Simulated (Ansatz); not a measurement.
`C[NH][GeH3]` + `[GeH3][TeH]` → `[GeH3][Te][GeH3]` + CH₃NH₂ at 600 K and 1 bar (ligand exchange at a Ge–N bond).

Computed with Ansatz on PBE0-D4/def2-TZVP structures; ΔE is electronic, products minus reactants. CBS: MP2 limit from def2 TZ/QZ plus the TZ coupled-cluster correction, frozen cores. def2 core potentials past Kr. For Ge, Te outer-core shells are correlated without core-valence functions, which leaves a few kJ/mol of doubt a bond. Scalar relativity is left out up to krypton.

```json
{"species": "`C[NH][GeH3]`", "CCSD(T)/CBS energy (Eh)": "-2173.06430", "H − E (kJ/mol)": "253.9", "S (J/(mol·K))": "386.3"}
{"species": "`[GeH3][TeH]`", "CCSD(T)/CBS energy (Eh)": "-2346.24724", "H − E (kJ/mol)": "119.1", "S (J/(mol·K))": "369.0"}
{"species": "`[GeH3][Te][GeH3]`", "CCSD(T)/CBS energy (Eh)": "-4423.58669", "H − E (kJ/mol)": "185.5", "S (J/(mol·K))": "474.6"}
{"species": "CH₃NH₂", "CCSD(T)/CBS energy (Eh)": "-95.75281", "H − E (kJ/mol)": "199.3", "S (J/(mol·K))": "283.8"}
```

H − E and S are ideal-gas, rigid-rotor, harmonic terms from PBE0-D4/def2-TZVP, for one conformer and one mirror image of each species. 1 Eh = 2625.50 kJ/mol, R = 8.31446 J/(mol·K).

**Question.** By hand: ΔE, ΔH, ΔS and ΔG.

**Answer.** ΔE = (-4423.58669) + (-95.75281) − (-2173.06430) − (-2346.24724) = -0.02796 Eh = -73.4 kJ/mol. Δ(H − E) = 185.5 + 199.3 − 253.9 − 119.1 = 11.8, so ΔH = -61.6 kJ/mol. ΔS = 474.6 + 283.8 − 386.3 − 369.0 = 3.1 J/(mol·K). ΔG = -61.6 − 600 × (3.1)/1000 = -63.5 kJ/mol.

**Question.** By hand: the equilibrium constant, and the temperature at which ΔG would vanish if ΔH and ΔS stayed fixed.

**Answer.** log₁₀ K = −ΔG/(RT ln 10) = 5.5. ΔH and −TΔS have one sign here, so there is no such temperature. One of them is within its doubt of zero, so this could turn.

The number of gas molecules stays the same, so ΔS is small and ΔH decides. A doubt of 5 kJ/mol in ΔE shifts log₁₀ K by 0.4 here. Other conformers and mirror images would add mixing entropy, several J/(mol·K) or more a flexible species. Modes under 60 cm⁻¹, often nearly free rotors, make the harmonic entropy too high. These are equilibria of isolated gas molecules and say nothing of rates. Largest T1 diagnostic: 0.011 (customary marks: 0.02 for closed shells, 0.045 for open ones).
